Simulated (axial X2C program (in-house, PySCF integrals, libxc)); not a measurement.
Ionising GeP

Calculated with an in-house all-electron X2C program for linear molecules (integrals from PySCF), spin-free (one-electron X2C) or two-component (2c: spin–orbit coupling with atomic mean-field Coulomb and Gaunt terms, which also bring small scalar terms), in Dyall basis sets with cores contracted in-house; open shells are unrestricted.

Basis sets: Ge dyall-cv3z, P dyall-v3z.

```tsv
Hamiltonian	level	GeP state	Re (Å)	ωe (cm⁻¹)	De (eV)
spin-free	HF	M_S = 1/2, Λ = 1	2.214	352.9	1.10
spin-free	PBE0	M_S = 1/2, Λ = 1	2.143	492.5	3.23
2c	PBE0	Ω = 3/2	2.144	490.9	n/a
```

Adiabatic ionisation energy (minimum to minimum, no zero-point term) and constants of GeP⁺:

| Hamiltonian | level | GeP⁺ state | IE (eV) | Re (Å) | ωe (cm⁻¹) | De (eV) | fragments |
| --- | --- | --- | --- | --- | --- | --- | --- |
| spin-free | HF | M_S = 1, Λ = 0 | 7.28 | 2.295 | 395.1 | 1.22 | Ge+ + P |
| spin-free | PBE0 | M_S = 1, Λ = 0 | 8.41 | 2.304 | 393.1 | 2.74 | Ge+ + P |
| 2c | PBE0 | Ω = 1 | 8.44 | 2.305 | 392.5 | n/a | Ge+ + P |

**Question.** Add the zero-point terms to the ionisation energy at PBE0, 2c, and say whether the electron removed was bonding.

**Answer.** IE0 = IE + (ωe⁺ − ωe)/2 = 8.44 + (-0.006) = 8.43 eV. Re changes by 0.161 Å, so the bond lengthens, as on loss of a bonding electron.

Each entry is the lowest single determinant of a limited PBE0 search at one distance. De goes to single-determinant-based atoms at the same level (for ions the charge split of lowest energy) and is withheld (n/a) where an atom does not fit its ground term or J level. Main or longest-lived isotopes. One determinant is a doubtful description, or other states lie close, for GeP, GeP⁺; these need not be ground states, and all values refer to the states named. Some open-shell Ω = 0 determinants are out of reach, so the Ω given for GeP⁺ need not be the lowest component. With several unpaired electrons the Ω given is that of one determinant, not necessarily of the lowest component. The functionals have no current term, which raises determinants with orbital currents.
